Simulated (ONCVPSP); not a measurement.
chromium ONCV: all-electron and pseudo phase curves

| Item | Value |
| --- | --- |
| Element | Cr (Z = 24) |
| Generator | ONCVPSP 4.0.1 |
| Type | optimised norm-conserving Vanderbilt (ONCV) |
| Functional | PBE |
| Relativity | non-relativistic |
| Frozen core | [Ne] |
| Valence charge | 14 |
| Reference configuration | 3s2 3p6 3d5 4s0.5 (charge +0.5) |
| Partial waves | 3s+4s: rc 1.75 bohr, ncon 4, nbas 9, qcut 9.1 1/bohr, 2 projectors; 3p: rc 0.90 bohr, ncon 4, nbas 7, qcut 10.6 1/bohr, 2 projectors, debl 2.6 Ha; 3d: rc 2.25 bohr, ncon 3, nbas 8, qcut 8.3 1/bohr, 3 projectors, debl 0.3 Ha |
| Local potential | polynomial inside 0.65 bohr (lpopt 5, dvloc0 2 Ha) |
| Core correction | polynomial model core, fcfact 0.25 |

The phase is arctan(r·R′/R) of the radial function R(r), unwrapped; energies in Ha, scanned from -4 to 5 Ha. A pole is an energy at which the radial function vanishes at the test radius. The pseudo phase is shifted by a multiple of π to meet the all-electron one at the reference energy, and phase errors are pseudo minus all-electron; the curves can meet again beyond the range given. Levels narrower than the energy grid can be missing from the lists of poles.

```
channel  radius (bohr)  reference energy (Ha)  poles, all-electron  poles, pseudo  unbroken range about the reference energy with phases within 0.05 rad  phase error 1 Ha above the reference energy (rad)
      s           1.78                  -0.25          -2.61, 4.36    -2.61, 4.15                                                        the whole range                                             -0.001
      p           0.91                  -1.78                 4.53           4.52                                                        the whole range                                             -0.000
      d           2.28                  -0.23          -0.04, 2.97    -0.04, 2.97                                                              below 4.8                                             -0.000
```

Phases in the p channel:

```json
{"E (Ha)": "-3.98", "all-electron": "-0.052", "pseudo": "-0.052"}
{"E (Ha)": "-3.50", "all-electron": "-0.301", "pseudo": "-0.301"}
{"E (Ha)": "-3.02", "all-electron": "-0.535", "pseudo": "-0.535"}
{"E (Ha)": "-2.54", "all-electron": "-0.734", "pseudo": "-0.734"}
{"E (Ha)": "-2.06", "all-electron": "-0.894", "pseudo": "-0.894"}
{"E (Ha)": "-1.58", "all-electron": "-1.021", "pseudo": "-1.021"}
{"E (Ha)": "-1.10", "all-electron": "-1.120", "pseudo": "-1.120"}
{"E (Ha)": "-0.62", "all-electron": "-1.200", "pseudo": "-1.200"}
{"E (Ha)": "-0.14", "all-electron": "-1.264", "pseudo": "-1.264"}
{"E (Ha)": "0.34", "all-electron": "-1.318", "pseudo": "-1.318"}
{"E (Ha)": "0.82", "all-electron": "-1.362", "pseudo": "-1.362"}
{"E (Ha)": "1.30", "all-electron": "-1.401", "pseudo": "-1.401"}
{"E (Ha)": "1.78", "all-electron": "-1.434", "pseudo": "-1.434"}
{"E (Ha)": "2.26", "all-electron": "-1.464", "pseudo": "-1.464"}
{"E (Ha)": "2.74", "all-electron": "-1.490", "pseudo": "-1.490"}
{"E (Ha)": "3.22", "all-electron": "-1.514", "pseudo": "-1.514"}
{"E (Ha)": "3.70", "all-electron": "-1.536", "pseudo": "-1.536"}
{"E (Ha)": "4.18", "all-electron": "-1.556", "pseudo": "-1.557"}
{"E (Ha)": "4.66", "all-electron": "-1.576", "pseudo": "-1.576"}
```
